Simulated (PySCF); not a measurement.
**Correlation energy of O⁺ (oxygen, charge +1)**

[He] 2s2 2p3, high-spin 4S determinant. Calculation: PySCF 2.14, in x2c-TZVPPall with one added diffuse shell each of s, p, d type (6s4p3d1f, 40 functions); the spin-free X2C one-electron Hamiltonian (Gaussian nucleus). Frozen: nothing; 7 electrons correlated.

```tsv
level	correlation energy (mhartree)
CCSD	-129.98
(T)	-1.65
CCSD(T)	-131.63
```

Diagnostics: T1 = 0.0035, D1 = 0.0088, largest double amplitude 0.032.

Cost of the coupled-cluster step: roughly 0.9 core-seconds, for 7 correlated electrons.

Iterations:

```
CC2 = 0
CCSD nocc = (np.int64(5), np.int64(2)), nmo = (40, 40)
frozen orbitals [[], []]
max_cycle = 100
direct = 0
conv_tol = 1e-08
conv_tol_normt = 1e-06
diis_space = 8
diis_start_cycle = 0
Init t2, MP2 energy = -0.11420083260096
Init E_corr(UCCSD) = -0.114200832601717
cycle = 1  E_corr(UCCSD) = -0.126814507282756  dE = -0.0126136747  norm(t1,t2) = 0.0238962
cycle = 2  E_corr(UCCSD) = -0.129035141230643  dE = -0.00222063395  norm(t1,t2) = 0.00800408
cycle = 3  E_corr(UCCSD) = -0.1300201208106  dE = -0.00098497958  norm(t1,t2) = 0.00332893
cycle = 4  E_corr(UCCSD) = -0.129969520708884  dE = 5.06001017e-05  norm(t1,t2) = 0.000524725
cycle = 5  E_corr(UCCSD) = -0.12997755606201  dE = -8.03535313e-06  norm(t1,t2) = 0.000116531
cycle = 6  E_corr(UCCSD) = -0.129977555771402  dE = 2.90608121e-10  norm(t1,t2) = 1.50768e-05
cycle = 7  E_corr(UCCSD) = -0.129977597126461  dE = -4.13550588e-08  norm(t1,t2) = 1.81029e-06
cycle = 8  E_corr(UCCSD) = -0.129977593834561  dE = 3.29190025e-09  norm(t1,t2) = 4.25749e-07
UCCSD converged
E(UCCSD) = -74.55664956749135  E_corr = -0.1299775938345606
UCCSD(T) correction = -0.00165160523688902
```

This basis was not built for core-valence correlation, so the inner-shell part is incomplete.
